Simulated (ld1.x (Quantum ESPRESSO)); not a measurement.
**Transferability test, TM potential for Au (Z = 79)**

- Element: gold (Au)
- Generator: ld1.x (Quantum ESPRESSO) 7.5
- Type: norm-conserving Troullier–Martins (Kleinman–Bylander form)
- Functional: LDA (PZ)
- Relativity: scalar-relativistic
- Frozen core: [Kr] 4d10 4f14 5s2
- Valence charge: 17
- Reference configuration: 5p6 5d10 6s1 6p0
- Partial waves: 6s (bound): rc 1.95 bohr; 5p (bound): rc 1.60 bohr; 5d (bound): rc 1.90 bohr
- Local potential: all-electron potential smoothed inside 0.96 bohr (lloc = -2)
- Core correction: a·sin(br)/r model core, default radius (core density twice the valence density)

Energies are relative to the spin-unpolarised reference configuration 5p6 5d10 6s1 6p0; without spin polarisation the order of configurations can differ from experiment. Spin-polarised rows fill each open shell by Hund’s rule, majority spin first.

| valence configuration | charge | ΔE all-electron (eV) | error AE − PS (meV) |
| --- | --- | --- | --- |
| 5p6 5d10 6s0 6p0 | +1 | 9.774 | -11 |
| 5p6 5d9 6s0 6p0 | +2 | 31.275 | -4.2 |
| 5p6 5d8 6s0 6p0 | +3 | 65.442 | +3.2 |
| 5p6 5d10 6s0 6p1 | 0 | 5.398 | +100 |
| 5p6 5d9 6s1 6p0 | +1 | 12.374 | +8.0 |
| 5p6 5d7 6s0 6p0 | +4 | 113.441 | +5.5 |
| 5p6 5d10 6s1 6p0 (spin-polarised) | 0 | -0.134 | +0.2 |
| 5p6 5d9 6s0 6p0 (spin-polarised) | +2 | 31.134 | -1.9 |

What are ΔE and the potential's error for 5p6 5d10 6s0.5 6p0?

ΔE = 3.947 eV all-electron; the error (AE − PS) is -3.0 meV.

These tests converged, but a pseudo level misses the all-electron one widely, so the file describes the atom poorly there or has found another state: 5p6 5d7 6s0 6p0: empty 6s by 6.3 eV.

Note: ghost state, extra bound levels that the all-electron valence spectrum of the same l lacks: s at -216.4 eV. A true bound ghost makes a file unfit for plane-wave use.
